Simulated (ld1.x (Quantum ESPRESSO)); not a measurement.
**Building the ultrasoft potential for oxygen (O) (LDA (PZ), scalar-relativistic).**

```json
{"Element": "O", "Generator": "ld1.x (Quantum ESPRESSO) 7.5", "Type": "ultrasoft", "Functional": "LDA (PZ)", "Relativity": "scalar-relativistic", "Frozen core": "[He]", "Valence charge": "6", "Reference configuration": "2s1.5 2p4.5", "Partial waves": "2s (bound): rcut 0.65, rcutus 0.85 bohr; 2s channel at -0.05 Ry: rcut 0.65, rcutus 0.85 bohr; 2p (bound): rcut 1.95, rcutus 2.25 bohr; 2p channel at 0.07 Ry: rcut 1.95, rcutus 2.25 bohr", "Local potential": "all-electron potential smoothed inside 1.00 bohr (lloc = -1)", "Core correction": "a·sin(br)/r model core inside 0.70 bohr", "Augmentation charge": "built from norm-conserving waves at rcut, not smoothed further"}
```

All-electron outer shells of the reference configuration (LDA (PZ), scalar-relativistic, ld1.x):

```csv
shell,level (eV),outermost node (bohr),outermost maximum (bohr)
1s,-511.20,–,0.13
2s,-23.99,0.28,0.88
2p,-9.40,–,0.82
```

Task: Is the overlap operator S = 1 + Σ q|β⟩⟨β| positive definite (Bessel basis up to 400 Ry)?

Result: No: its lowest eigenvalue is -0.338, in the p channel, so the generalised eigenproblem breaks down once the basis is large enough.

Its largest configuration-test error is +6405 meV (2s2 2p0), which is poor. 1 of 9 tests not solved or not reliable. Not counted: 2s2 2p3 (pseudo-atom not self-consistent, printed error -1.0 eV).

The ghost test of this file was not conclusive. Its overlap operator is not positive definite in a basis up to 400 Ry (lowest eigenvalue p -0.34), so the file is unfit for use: the generalised eigenproblem breaks down once the basis is large enough, and its test numbers describe a broken file.
